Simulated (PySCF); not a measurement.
C4F5 (SMILES F[C]1C(F)=C(F)C1(F)F), doublet, geometry from GFN2-xTB. Base run: B3LYP/STO-3G (PySCF).

Geometry (Å):
```xyz
9

F     -0.1051     2.2989     0.4584
C      0.0661     1.0236     0.1850
C      1.1413     0.2085    -0.1535
F      2.4195     0.4420    -0.3255
C      0.3680    -0.9443    -0.2434
F      0.5866    -2.2109    -0.5232
C     -0.8929    -0.1631     0.1201
F     -1.5011    -0.5065     1.2691
F     -1.8549    -0.1065    -0.8176
```
Charge 0, spin multiplicity 2.
Orbitals are unrestricted.
All else is at PySCF's defaults.

Each row names what was changed in the base input (with any setting that the change needs).

| change | E (Eh) | HOMO (eV) | dipole (D) | <S^2> | core-seconds (rough) |
|---|---|---|---|---|---|
| base | -642.32778 | -2.02 | 0.67 | 0.781 | 10 |
| functional = o3lyp | -642.34579 | -1.43 | 0.66 | 0.771 | 10 |
| functional = wb97m_v | -642.42645 | -4.34 | 0.66 | 0.790 | 200 |
| functional = scan | -642.28093 | -1.25 | 0.65 | 0.786 | 20 |
| functional = b97m_v | -642.44194 | -1.07 | 0.66 | 0.769 | 200 |
| functional = mn15 | -639.35333 | -2.85 | 0.69 | 0.782 | 10 |
| functional = lda,vwn | -637.78811 | -0.31 | 0.61 | 0.756 | 6 |
| functional = pbe0 | -641.84273 | -2.36 | 0.67 | 0.790 | 10 |
| functional = pw6b95 | -643.13463 | -2.57 | 0.68 | 0.783 | 10 |
| functional = hf | -639.71425 | -7.56 | 0.65 | 1.038 | 0.9 |
| functional = r2scan | -642.20140 | -1.07 | 0.65 | 0.778 | 10 |
| functional = blyp | -642.14983 | -0.30 | 0.62 | 0.761 | 10 |
| functional = pw91,pw91 | -642.15720 | -0.53 | 0.61 | 0.761 | 20 |

Absolute energies of different levels of theory aren't comparable as measures of quality.

Open shells are given as the SCF converged; they aren't shown to be the lowest states, and a large step between rows can be another state.
